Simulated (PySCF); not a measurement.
Partial charges of `FC(F)(F)[SiH2]SC1CC1`

Species: C4H7F3SSi.
Z-matrix (Å and degrees, GFN2-xTB geometry), rows numbered from 1:
```
F 
C   1  1.3497
F   2  1.3465  1  105.88
F   2  1.3475  1  106.00  3   112.43
Si  2  1.9485  1  112.69  3  -122.24
S   5  2.1239  2  108.88  1   -75.18
C   6  1.8142  5  102.59  2    31.22
C   7  1.4949  6  119.52  5    72.44
C   7  1.4948  6  117.62  5   141.91
H   5  1.4501  2  105.76  1   168.46
H   5  1.4584  2  102.78  1    46.25
H   7  1.0797  6  111.75  5   -74.80
H   8  1.0794  7  117.64  9   109.70
H   8  1.0794  7  117.88  9  -107.63
H   9  1.0787  7  117.51  8   107.90
H   9  1.0790  7  117.89  8  -109.32
```

Density: PBE0/pcSseg-1 (PySCF); schemes: Mulliken, IAO, Hirshfeld and ESP-fitted. One conformer (not necessarily the lowest) at the GFN2-xTB geometry, without solvent, vibrations or thermal averaging.

Atoms with like bonding are taken together and averaged. Do the Mulliken, IAO, Hirshfeld and ESP-fitted schemes agree on where the charge is highest?

All schemes agree: Mulliken Si5 (+0.585); IAO Si5 (+0.662); Hirshfeld Si5 (+0.303); ESP-fitted Si5 (+0.363).

Which atoms carry the lowest charge in the Mulliken, IAO, Hirshfeld and ESP-fitted schemes?

The schemes don't all agree: Mulliken C7 (-0.412); IAO C8/C9 (-0.285); Hirshfeld F1/F3/F4 (-0.098); ESP-fitted C8/C9 (-0.292).

At which atom do the 4 schemes differ most?

At C7: from -0.412 (Mulliken) to +0.029 e (ESP-fitted), 0.441 e apart.

Tabulate the Mulliken, IAO, Hirshfeld and ESP-fitted charges.

In e; atoms taken as equivalent share a row and are averaged (×n: the atom named and its like, n in all):

```csv
atom,environment,Mulliken,IAO,Hirshfeld,ESP-fitted
F1/F3/F4,fluorine of a CF3 group,-0.274,-0.284,-0.098,-0.109
C2,CF3 carbon,+0.531,+0.551,+0.170,+0.111
Si5,SiH2 silicon,+0.585,+0.662,+0.303,+0.363
S6,sulfur bonded to C and Si,-0.194,-0.158,-0.073,-0.270
C7,sp3 carbon bound to sulfur,-0.412,-0.224,-0.049,+0.029
C8/C9,three-membered-ring carbon,-0.173,-0.285,-0.088,-0.292
H10/H11,Si–H hydrogen,-0.048,-0.104,-0.062,-0.027
H12,methine hydrogen,+0.178,+0.166,+0.041,+0.126
H13/H16,methylene hydrogen,+0.142,+0.159,+0.054,+0.148
H14/H15,methylene hydrogen,+0.145,+0.158,+0.048,+0.155
```

Mean size of the charges over all atoms: IAO 0.252 e, Mulliken 0.234 e, ESP-fitted 0.154 e, Hirshfeld 0.090 e. Each set sums to the total charge, 0, to within 0.001 e. The Hirshfeld scheme weights the molecular density at each point by an atom's share of the summed free-atom densities. The ESP scheme is a least-squares fit of atom-centred charges to the potential on four shells outside the van der Waals surface, with the total charge fixed.

Some averages cover members that differ in this geometry: C8/C9, ESP-fitted -0.338 to -0.246; H14/H15, ESP-fitted +0.129 to +0.181 e.

Sum the charges by element, for elements with more than one atom.

```
element  atoms  Mulliken     IAO  Hirshfeld  ESP-fitted
      F      3    -0.822  -0.853     -0.295      -0.326
      C      4    -0.227  -0.243     -0.056      -0.445
      H      7    +0.658  +0.593     +0.120      +0.678
```

How many electrons does the ESP-fitted scheme count on C9?

Its own charge is -0.338 e, so Z − q = 6.338.

How closely do the schemes follow one another over all atoms?

Correlation coefficient and root-mean-square difference: IAO with Hirshfeld 0.98, 0.187 e; Mulliken with IAO 0.97, 0.069 e; Mulliken with Hirshfeld 0.93, 0.180 e; Hirshfeld with ESP-fitted 0.84, 0.110 e; IAO with ESP-fitted 0.84, 0.172 e; Mulliken with ESP-fitted 0.75, 0.185 e.
